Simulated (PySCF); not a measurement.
Species: C₇H₈F₄.
Numbering: `[F:1][C@@H:2]1[CH:3]=[CH:4][CH2:5][CH2:6][C@@H:7]1[C:8]([F:9])([F:10])[F:11]`

Probes without a nucleus sit at each ring's centroid and 1 Å off its mean plane on both sides; NICS is minus the shielding there, NICSzz its component along the normal. Level: GIAO PBE0/pcSseg-1 (PySCF, non-relativistic, gas phase) on the GFN2-xTB geometry, one conformer.

Ring bond lengths (Å), with Mayer bond orders in brackets: C2–C3 1.502 (1.04), C3–C4 1.323 (1.90), C4–C5 1.495 (1.04), C5–C6 1.526 (1.05), C6–C7 1.529 (0.96), C7–C2 1.533 (0.95).

Question: Give the NICS values of each ring in ppm.

Answer: 
```json
{"ring": "C2–C3–C4–C5–C6–C7", "type": "6-membered carbocycle; formal bonds 1 double, 5 single", "NICS(0)": "-1.1", "NICS(1), two faces": "-2.1 / -3.1", "NICS(1)zz, two faces": "3.0 / 0.7", "rms pucker (Å)": "0.21", "centre to ring atoms, mean (Å)": "1.45"}
```

Question: What can be read from them?

Answer: 
- C2–C3–C4–C5–C6–C7: mean NICS(1)zz 1.9 ppm, near zero. C2, C5, C6, C7 have four or more neighbours; no verdict on aromaticity is drawn.

Question: At the second NICS(1) probe listed for ring C2–C3–C4–C5–C6–C7, 1 Å off the ring, what do the in-plane components average?

Answer: The isotropic value is a third of the trace: (3 × -3.1 − (0.7))/2 = -5.0 ppm.

Question: List the ring angles and the Hirshfeld charges of the ring atoms.

Answer: 
- C2–C3–C4–C5–C6–C7: C2 110.6° (+0.057 e), C3 122.9° (-0.065 e), C4 124.1° (-0.027 e), C5 111.6° (-0.064 e), C6 109.1° (-0.076 e), C7 109.5° (-0.059 e); sum 687.7° against 720° for a flat convex ring.

Question: How shielded are the nuclei of the rings and their hydrogens (means over atoms taken as equivalent)?

Answer: 
| atoms | environment | σ isotropic (ppm) | principal values of the symmetric part, first atom (ppm) |
| --- | --- | --- | --- |
| C2 | sp3 C–F carbon | 103.6 | 73.3, 85.0, 152.6 |
| C3 | alkene CH carbon | 54.7 | -57.7, 64.0, 157.7 |
| C4 | alkene CH carbon | 42.7 | -74.0, 39.0, 163.0 |
| C5 | allylic carbon | 157.0 | 148.0, 160.0, 163.1 |
| C6 | ring CH2 carbon | 166.9 | 162.2, 164.7, 173.6 |
| C7 | sp3 CH carbon | 138.6 | 128.6, 135.1, 152.1 |
| H on C2 | methine hydrogen | 26.37 | 23.7, 25.0, 30.4 |
| H on C3 | vinylic hydrogen | 25.37 | 23.0, 26.1, 27.0 |
| H on C4 | vinylic hydrogen | 25.27 | 23.1, 25.8, 26.9 |
| H on C5 | methylene hydrogen | 29.55 | 25.3, 27.5, 35.8 |
| H on C5 | methylene hydrogen | 29.33 | 24.4, 27.2, 36.4 |
| H on C6 | methylene hydrogen | 29.57 | 25.3, 29.2, 34.2 |
| H on C6 | methylene hydrogen | 29.89 | 24.0, 30.1, 35.6 |
| H on C7 | methine hydrogen | 29.72 | 26.3, 29.5, 33.3 |

The list is cut; further classes of hydrogen are left out.
